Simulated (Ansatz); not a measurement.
## InF (SMILES [F][In]): methods side by side

InF has 2 atoms, charge 0, and is taken as a singlet. SMILES: `[F][In]`. The shape comes from GFN2-xTB, which is rough for such elements, and wasn't checked as a minimum.

| atom | x (Å) | y (Å) | z (Å) |
| --- | --- | --- | --- |
| F | 0.0000 | 0.0000 | 0.0000 |
| In | 0.0000 | 0.0000 | 2.0255 |

Quantity: the energy change with the F1–In2 bond stretched from 2.025 to 5.064 Å, in eV. The values are calculated.

| level | kind | program | value (eV) | less FCI/STO-3G | CPU time (all runs) |
| --- | --- | --- | --- | --- | --- |
| revPBE/STO-3G (restricted) | GGA | Ansatz | 6.54 | +2.30 | 8.3 s |
| BHLYP/STO-3G (restricted) | global hybrid | Ansatz | 8.12 | +3.88 | 3.2 s |
| CAM-B3LYP/STO-3G (restricted) | range-separated hybrid | Ansatz | 8.24 | +4.00 | 3.6 s |
| wB97M-V/STO-3G (restricted) | range-separated hybrid | Ansatz | 8.53 | +4.29 | 33 s |
| BCCD(T)/STO-3G (restricted) | coupled cluster or CI | Ansatz | 4.21 | -0.03 | 1.3 s |
| CCSD(T)/STO-3G (restricted) | coupled cluster or CI | Ansatz | 4.21 | -0.03 | 1.2 s |
| CCSDT(Q)/STO-3G (restricted) | coupled cluster or CI | Ansatz | 4.35 | +0.11 | 2.6 s |
| CCSDT/STO-3G (restricted) | coupled cluster or CI | Ansatz | 4.20 | -0.04 | 2.1 s |
| FCI/STO-3G | exact in the basis | Ansatz | 4.24 | 0.00 | 2.6 s |

FCI/STO-3G is exact within its basis and frozen core, so for wave-function methods in that basis the difference is their error; functionals converge differently with the basis, so for them it is only a difference. All-electron rows without a relativistic Hamiltonian named are non-relativistic. The first shape isn't each level's own minimum. The values span 4.20 to 8.53 eV. All rows use very small basis sets, so even the best lies far from the true value. In the correlated wave-function rows the outer d shell of In is correlated, in sets not made for it. CPU times are rough (shared hosts, several kinds of processor): they show what a rung costs within a factor of a few.
